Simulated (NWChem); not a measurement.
Program: NWChem. System: germylsilane (H$_{6}$GeSi), charge 0, spin multiplicity 1, at a geometry optimised with PBE0/def2-SVP. Level: B3LYP/6-31G* (spherical d), VWN1-RPA local correlation.

Output (cleaned and shortened):

```
             Northwest Computational Chemistry Package (NWChem) 7.3.0
             --------------------------------------------------------

                                NWChem Input Module
                                -------------------

 Scaling coordinates for geometry "geometry" by  1.889725989
 (inverse scale =  0.529177249)

 Turning off AUTOSYM since
 SYMMETRY directive was detected!

                             Geometry "geometry" -> ""
                             -------------------------

 Output coordinates in angstroms (scale by  1.889725989 to convert to a.u.)

  No.       Tag          Charge          X              Y              Z
 ---- ---------------- ---------- -------------- -------------- --------------
    1 Si                  14.0000     0.06171800     1.60431900     0.00000000
    2 Ge                  32.0000    -0.02988700    -0.77701600     0.00000000
    3 H                    1.0000     0.78267500     2.09138200     1.21541200
    4 H                    1.0000     0.78267500     2.09138200    -1.21541200
    5 H                    1.0000    -1.32093300     2.17221600     0.00000000
    6 H                    1.0000    -0.77156600    -1.28920300     1.24949900
    7 H                    1.0000    -0.77156600    -1.28920300    -1.24949900
    8 H                    1.0000     1.39103100    -1.37253000     0.00000000

 Effective nuclear repulsion energy (a.u.)     172.4169138733

            Nuclear Dipole moment (a.u.)
            ----------------------------
        X                 Y               Z
 ---------------- ---------------- ----------------
    -0.0000302356    -0.0000037795     0.0000000000

      Symmetry information
      --------------------

 Group name             Cs
 Group number              2
 Group order               2
 No. of unique centers     6

      Symmetry unique atoms

     1    2    3    5    6    8


 Summary of "ao basis" -> "" (spherical)
 ------------------------------------------------------------------------------
       Tag                 Description            Shells   Functions and Types
 ---------------- ------------------------------  ------  ---------------------
 *                           6-31g*                   on all atoms

                                 NWChem DFT Module
                                 -----------------

 Summary of "ao basis" -> "ao basis" (spherical)
 ------------------------------------------------------------------------------
[...]
 Vector   25  Occ=2.000000D+00  E=-3.361074D-01  Symmetry=a"
              MO Center= -1.8D-01, -1.5D-01, -2.9D-11, r^2= 4.6D+00
   Bfn.  Coefficient  Atom+Function         Bfn.  Coefficient  Atom+Function
  ----- ------------  ---------------      ----- ------------  ---------------
    31      0.380506  2 Ge pz                 9     -0.217278  1 Si pz
    57      0.202812  6 H  s                 58      0.203077  6 H  s
    59     -0.202812  7 H  s                 60     -0.203077  7 H  s
    52     -0.167761  3 H  s                 54      0.167761  4 H  s
    27     -0.158036  2 Ge pz                51     -0.144881  3 H  s

 Vector   26  Occ=2.000000D+00  E=-2.932811D-01  Symmetry=a'
              MO Center=  1.3D-02,  3.4D-01,  8.0D-16, r^2= 3.3D+00
   Bfn.  Coefficient  Atom+Function         Bfn.  Coefficient  Atom+Function
  ----- ------------  ---------------      ----- ------------  ---------------
    30      0.479208  2 Ge py                 8     -0.394221  1 Si py
    26     -0.189959  2 Ge py                 4      0.160618  1 Si py
    28     -0.136643  2 Ge s                 12     -0.127111  1 Si py
     6      0.104276  1 Si s                 52     -0.096469  3 H  s
    54     -0.096469  4 H  s                 56     -0.096467  5 H  s

 Vector   27  Occ=0.000000D+00  E= 1.534280D-02  Symmetry=a'
              MO Center=  9.1D-03,  2.4D-01,  5.6D-17, r^2= 7.4D+00
   Bfn.  Coefficient  Atom+Function         Bfn.  Coefficient  Atom+Function
  ----- ------------  ---------------      ----- ------------  ---------------
    12     -1.232013  1 Si py                10      1.225418  1 Si s
    34     -1.217495  2 Ge py                32     -0.987179  2 Ge s
    28      0.611885  2 Ge s                 30     -0.303577  2 Ge py
     6      0.288018  1 Si s                  8     -0.247850  1 Si py
    24     -0.163881  2 Ge s                  2     -0.135100  1 Si s

 Vector   28  Occ=0.000000D+00  E= 2.747966D-02  Symmetry=a'
              MO Center=  1.0D-01,  5.5D-01,  6.8D-17, r^2= 4.7D+00
   Bfn.  Coefficient  Atom+Function         Bfn.  Coefficient  Atom+Function
  ----- ------------  ---------------      ----- ------------  ---------------
    11      0.779548  1 Si px                56      0.753420  5 H  s
    62     -0.585657  8 H  s                 33      0.458334  2 Ge px
    52     -0.376702  3 H  s                 54     -0.376702  4 H  s
    29      0.305689  2 Ge px                58      0.292832  6 H  s
    60      0.292832  7 H  s                  7      0.264541  1 Si px

 Vector   29  Occ=0.000000D+00  E= 2.748024D-02  Symmetry=a"
              MO Center= -5.9D-02,  5.6D-01,  1.9D-15, r^2= 4.7D+00
   Bfn.  Coefficient  Atom+Function         Bfn.  Coefficient  Atom+Function
  ----- ------------  ---------------      ----- ------------  ---------------
    13      0.780092  1 Si pz                52     -0.652456  3 H  s
    54      0.652456  4 H  s                 58     -0.507216  6 H  s
    60      0.507216  7 H  s                 35      0.458703  2 Ge pz
    31      0.305921  2 Ge pz                 9      0.264744  1 Si pz
    51     -0.120449  3 H  s                 53      0.120449  4 H  s

 center of mass
 --------------
 x =  -0.00682018 y =  -0.17736849 z =   0.00000000

 moments of inertia (a.u.)
 ------------------
         502.208183384757         -17.636084645551           0.000000000000
         -17.636084645551          44.420500754386           0.000000000000
           0.000000000000           0.000000000000         502.886715376607

     Multipole analysis of the density
     ---------------------------------

     L   x y z        total         alpha         beta         nuclear
     -   - - -        -----         -----         ----         -------
     0   0 0 0     -0.000000    -26.000000    -26.000000     52.000000

     1   1 0 0      0.001200      0.000615      0.000615     -0.000030
     1   0 1 0      0.030166      0.015085      0.015085     -0.000004
     1   0 0 1     -0.000000     -0.000000     -0.000000      0.000000

     2   2 0 0    -25.999991    -24.030175    -24.030175     22.060360
     2   1 1 0     -0.032589     -4.683519     -4.683519      9.334449
     2   1 0 1     -0.000000     -0.000000     -0.000000      0.000000
     2   0 2 0    -26.844081   -145.601563   -145.601563    264.359045
     2   0 1 1      0.000000      0.000000      0.000000      0.000000
     2   0 0 2    -25.998775    -23.849974    -23.849974     21.701173

 Task  times  cpu:        2.8s     wall:        2.8s

 Total times  cpu:        2.8s     wall:        2.8s
```

**Question.** Write an NWChem input that would produce this output.

**Answer.** This is not unique; one that fits is 
```
start mol
memory heap 200 mb stack 900 mb global 1100 mb
geometry units angstroms nocenter noautoz
  Si     0.061718     1.604319     0.000000
  Ge    -0.029887    -0.777016     0.000000
  H      0.782675     2.091382     1.215412
  H      0.782675     2.091382    -1.215412
  H     -1.320933     2.172216     0.000000
  H     -0.771566    -1.289203     1.249499
  H     -0.771566    -1.289203    -1.249499
  H      1.391031    -1.372530     0.000000
  symmetry group Cs
end
basis spherical
  * library 6-31g*
end
dft
  xc b3lyp
  semidirect memsize 60000000 filesize 0
  iterations 100
end
task dft energy
```
